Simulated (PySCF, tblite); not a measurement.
Compound: C9H10.
Bonds: C1–C2 (double), C2–C3, C2–C4, C4–C5 (aromatic), C5–C6 (aromatic), C6–C7 (aromatic), C7–C8 (aromatic), C8–C9 (aromatic), C4–C9 (aromatic). Hydrogens: H10, H11 on C1; H12, H13, H14 on C3; H15 on C5; H16 on C6; H17 on C7; H18 on C8; H19 on C9.

The geometry is computed with GFN2-xTB (gas phase).

Q: What internal coordinates does the optimisation give?

A: 
```
                  bond  length (Å)
                 C1=C2       1.329
                 C2–C3       1.501
                 C2–C4       1.473
          C4–C5, C4–C9       1.394
          C5–C6, C8–C9       1.382
          C6–C7, C7–C8       1.385
                C1–H10       1.077
                C1–H11       1.076
C3–H12, C3–H13, C3–H14       1.089
        C5–H15, C9–H19       1.080
        C6–H16, C8–H18       1.081
                C7–H17       1.080
```

Bonds in one row agree within 0.01 Å and their mean is given. A selection of angles:
```
   angle  degrees
C1–C2–C3    121.5
C1–C2–C4    121.5
C3–C2–C4    117.0
C2–C4–C5    121.3
C2–C4–C9    120.5
C5–C4–C9    118.2
C4–C5–C6    120.8
C5–C6–C7    120.3
C6–C7–C8    119.5
```

Dihedral angles: C1–C2–C4–C5 -144° (anticlinal). The mirror-image conformer, all signs reversed, is as good.

The 6-membered ring C4–C5–C6–C7–C8–C9 has internal angles of 118.2° to 120.9°; it is planar, 0.00 Å rms from its mean plane, widest ring torsion 1°. Of the pairs four or more bonds apart, C3···H15 is among the closest relative to their van der Waals radii: 2.70 Å, 93 % of the sum of Bondi's values. The 9 C–C bonds span 1.329 Å (C1=C2, drawn double) to 1.501 Å (C2–C3, drawn single), a spread of 0.172 Å.

Its GFN2-xTB frequencies are all real (lowest 54 cm⁻¹). One conformer, not necessarily the lowest. 2 starts were optimised and ended at 0.00 and 0.92 kcal/mol (GFN2-xTB); the lowest of these is shown.
